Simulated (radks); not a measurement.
Results of a calculation; reference values are marked as such.
Q: All-electron atom: the neodymium ion Nd21+ in [Ar] 3d10 4s1 4p6 4d3 5s1 (not the ground configuration). Code: a radial shooting solver on a logarithmic mesh with Libxc functionals. Model: Dirac Kohn-Sham, PBE, spin-unpolarised, spherical densities, point nucleus; open shells fill j = l - 1/2 first.

Spin-orbit splittings of the eigenvalues, e(l+1/2) - e(l-1/2), with zeta = 2 splitting/(2l+1) and mean radii in bohr:

| shell | occ. | splitting (eV) | zeta (eV) | <r> j=l-1/2 | <r> j=l+1/2 |
|---|---|---|---|---|---|
| 2p | 6 | ? | ? | 0.08417 | 0.09058 |
| 3p | 6 | 105.5 | 70.33 | 0.2538 | 0.2659 |
| 3d | 10 | 22.97 | 9.187 | 0.2368 | 0.2406 |
| 4p | 6 | 28.05 | 18.70 | 0.5718 | 0.5919 |
| 4d | 3 | 5.716 | 2.287 | 0.5988 | 0.6046 |
| 5p | 0 | 10.42 | 6.949 | 1.057 | 1.085 |

Estimate the 2p splitting.

A: 520.5 eV (zeta = 347.0 eV).
